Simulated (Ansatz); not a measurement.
Relaxation of the cluster WO₄H₂ with RKS PBE-D4/def2-SVP.

```sh
$ ansatz run in.yaml --threads 4 --pin off --events-out ev --progress --plain --max-ram 3916MiB
```

```yaml
crystal:
  periodic: [false, false, false]
  atoms:
    - {symbol: W, position_ang: [0.233620, -0.153820, 0.103890]}
    - {symbol: O, position_ang: [1.481470, 1.141790, 0.433100]}
    - {symbol: O, position_ang: [0.439950, -1.734530, 0.655610]}
    - {symbol: O, position_ang: [0.543520, 0.995640, 1.480080]}
    - {symbol: O, position_ang: [-1.406400, 0.069540, -0.515000]}
    - {symbol: H, position_ang: [1.016520, -0.269960, -1.350780]}
    - {symbol: H, position_ang: [-2.308690, -0.048670, -0.806890]}
basis:
  gaussian: {orbitals: def2-SVP}
hamiltonian: {xc: pbe, dispersion: d4}
scf: {omitted_lower_state_checks: [starts]}
output: {orbitals: {seedname: orbitals}}
relax: {f_tol: 0.02, max_steps: 100}
```

It took 15 s on 4 threads of Arm Neoverse V2 on a shared host.

Positions (Å) and forces (eV/Å) at steps 1, 2, 3, 4, 5, 6, 7, 8, 9, 10, 11, 12, 13, 15 of 15:

```xyz
7
step=1 energy=-10033.9456 eV
W     0.234   -0.154    0.104   -1.986   -3.479   -0.624
O     1.481    1.142    0.433    4.005    3.029   -0.461
O     0.440   -1.735    0.656    0.783   -2.041    0.627
O     0.544    0.996    1.480   -0.050    1.719    3.050
O    -1.406    0.070   -0.515   -3.076    0.746   -1.416
H     1.017   -0.270   -1.351    0.975    0.127   -0.918
H    -2.309   -0.049   -0.807   -0.650   -0.101   -0.258
7
step=2 energy=-10034.6082 eV
W     0.140   -0.185    0.176    1.274   -0.971   -1.234
O     1.531    1.153    0.371    0.254    0.200    0.171
O     0.499   -1.809    0.649   -0.136    0.708   -0.061
O     0.673    1.045    1.529   -0.122    0.217    0.588
O    -1.547    0.064   -0.546   -0.316    0.211   -0.082
H     1.147   -0.221   -1.290   -0.935   -0.242    0.659
H    -2.443   -0.049   -0.890   -0.019   -0.122   -0.042
7
step=3 energy=-10034.6891 eV
W     0.184   -0.171    0.151   -0.312   -0.441    0.324
O     1.566    1.182    0.447    0.188   -0.029   -0.285
O     0.527   -1.780    0.662   -0.052    0.489   -0.201
O     0.650    1.044    1.565   -0.076   -0.190   -0.122
O    -1.522    0.074   -0.562    0.126    0.139    0.059
H     1.010   -0.291   -1.353    0.103    0.159    0.251
H    -2.416   -0.058   -0.909    0.023   -0.127   -0.026
7
step=4 energy=-10034.7120 eV
W     0.169   -0.173    0.160    0.005   -0.146   -0.010
O     1.567    1.169    0.422    0.050   -0.031   -0.070
O     0.522   -1.779    0.652   -0.013    0.141   -0.040
O     0.664    1.042    1.556   -0.001   -0.041    0.004
O    -1.532    0.075   -0.557   -0.037    0.156    0.003
H     1.030   -0.267   -1.317   -0.029    0.045    0.132
H    -2.419   -0.067   -0.916    0.025   -0.125   -0.019
7
step=5 energy=-10034.7177 eV
W     0.161   -0.170    0.164    0.039    0.017   -0.038
O     1.573    1.161    0.412   -0.032   -0.037    0.037
O     0.515   -1.775    0.648    0.010   -0.027    0.016
O     0.678    1.040    1.556    0.034    0.015    0.007
O    -1.539    0.082   -0.556   -0.071    0.165   -0.011
H     1.029   -0.253   -1.298   -0.026   -0.012   -0.007
H    -2.418   -0.085   -0.926    0.046   -0.122   -0.003
7
step=6 energy=-10034.7235 eV
W     0.155   -0.162    0.168    0.042    0.083   -0.008
O     1.583    1.152    0.410   -0.076   -0.026    0.088
O     0.505   -1.769    0.643    0.017   -0.110    0.040
O     0.693    1.040    1.560    0.046    0.029   -0.015
O    -1.545    0.096   -0.554   -0.137    0.166   -0.044
H     1.020   -0.243   -1.289   -0.005   -0.036   -0.096
H    -2.411   -0.115   -0.938    0.114   -0.105    0.035
7
step=7 energy=-10034.7280 eV
W     0.139   -0.134    0.180    0.121    0.167    0.130
O     1.615    1.129    0.410   -0.158    0.005    0.163
O     0.458   -1.752    0.627    0.015   -0.223    0.060
O     0.739    1.042    1.575    0.038    0.016   -0.098
O    -1.561    0.161   -0.548   -1.050   -0.239   -0.540
H     0.984   -0.215   -1.275    0.036   -0.074   -0.242
H    -2.375   -0.231   -0.968    0.998    0.349    0.527
7
step=8 energy=-10034.7460 eV
W     0.145   -0.137    0.175    0.066    0.036    0.049
O     1.607    1.140    0.416   -0.072    0.003    0.088
O     0.449   -1.760    0.625    0.030   -0.099    0.036
O     0.725    1.042    1.573    0.025   -0.004   -0.057
O    -1.552    0.167   -0.553   -0.642   -0.054   -0.316
H     0.991   -0.225   -1.291    0.008   -0.039   -0.092
H    -2.365   -0.228   -0.945    0.586    0.156    0.293
7
step=9 energy=-10034.7645 eV
W     0.141   -0.135    0.170    0.188   -0.024    0.040
O     1.598    1.145    0.421   -0.023   -0.011    0.006
O     0.432   -1.763    0.618   -0.037    0.001   -0.013
O     0.715    1.037    1.573    0.006   -0.001    0.000
O    -1.550    0.218   -0.562   -0.277    0.015   -0.147
H     0.985   -0.236   -1.306   -0.013    0.004    0.021
H    -2.321   -0.266   -0.915    0.155    0.017    0.094
7
step=10 energy=-10034.7620 eV rejected
W     0.147   -0.127    0.149   -0.562    0.136    0.196
O     1.601    1.153    0.424    0.080   -0.033   -0.012
O     0.391   -1.759    0.605    0.067    0.018   -0.046
O     0.720    1.027    1.574   -0.093   -0.063   -0.118
O    -1.563    0.237   -0.593    0.786    0.290    0.257
H     1.019   -0.230   -1.295    0.072   -0.016   -0.168
H    -2.315   -0.302   -0.866   -0.350   -0.331   -0.109
7
step=11 energy=-10034.7691 eV
W     0.140   -0.132    0.168   -0.016    0.018   -0.042
O     1.601    1.144    0.424   -0.002   -0.005   -0.002
O     0.419   -1.763    0.610   -0.030    0.002    0.001
O     0.715    1.037    1.573    0.006   -0.007    0.016
O    -1.553    0.236   -0.574   -0.023    0.011   -0.023
H     0.987   -0.235   -1.304    0.004    0.006    0.006
H    -2.309   -0.288   -0.898    0.061   -0.024    0.044
7
step=12 energy=-10034.7710 eV
W     0.139   -0.126    0.158    0.080    0.011   -0.078
O     1.597    1.154    0.424   -0.001   -0.051    0.021
O     0.396   -1.759    0.603   -0.004   -0.034    0.005
O     0.715    1.026    1.574   -0.019    0.063    0.036
O    -1.549    0.245   -0.595    0.007    0.071    0.013
H     1.009   -0.235   -1.302   -0.040    0.005    0.008
H    -2.306   -0.304   -0.862   -0.023   -0.065   -0.005
7
step=13 energy=-10034.7722 eV
W     0.141   -0.117    0.147   -0.081    0.036    0.107
O     1.613    1.140    0.437    0.014    0.002   -0.020
O     0.366   -1.754    0.597    0.024   -0.016   -0.021
O     0.707    1.032    1.571    0.002   -0.012   -0.015
O    -1.549    0.262   -0.605   -0.161   -0.126   -0.060
H     1.006   -0.222   -1.312    0.044   -0.013   -0.036
H    -2.284   -0.342   -0.836    0.159    0.129    0.045
7
step=15 energy=-10034.7732 eV
W     0.138   -0.118    0.154   -0.001   -0.002    0.007
O     1.609    1.141    0.432    0.003   -0.001   -0.001
O     0.376   -1.755    0.597   -0.001    0.005   -0.008
O     0.712    1.033    1.574    0.000    0.001   -0.002
O    -1.552    0.259   -0.599    0.013    0.015    0.004
H     1.000   -0.226   -1.309    0.001   -0.002    0.004
H    -2.283   -0.334   -0.851   -0.014   -0.016   -0.005
```

In the def2 sets W takes a core potential; there is no spin–orbit coupling. The structure holds one bond between oxygen atoms, so isomers without such links may lie far lower. The structure comes from a short search, and lower isomers may exist.
